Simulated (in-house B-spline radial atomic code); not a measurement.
**Al³⁺: [He] 2s2 2p6**

Method: non-relativistic BLYP, spin-polarised, spherical fractional occupations, point nucleus. Calculated with an all-electron radial atomic-structure program (B-spline basis).

Effective charges: Z_r = [3n² - l(l+1)]/(2<r>) from the radius, Z_e = n√(-2ε) from the energy, and Slater's rules. Values are occupation-weighted means over spin.

| shell | electrons | ε (eV) | <r> (bohr) | Z_r | Z_e | Slater |
| --- | --- | --- | --- | --- | --- | --- |
| 1s | 2 | -1544.5 | 0.1205 | 12.45 | 10.65 | 12.70 |
| 2s | 2 | -142 | 0.6253 | 9.60 | 6.46 | 8.85 |
| 2p | 6 | -104.18 | 0.5979 | 8.36 | 5.53 | 8.85 |

The least bound orbital is 2p at -104.2 eV, while the most diffuse is 2s (<r> = 0.6253 bohr against 0.5979 bohr): energy order and size order differ.
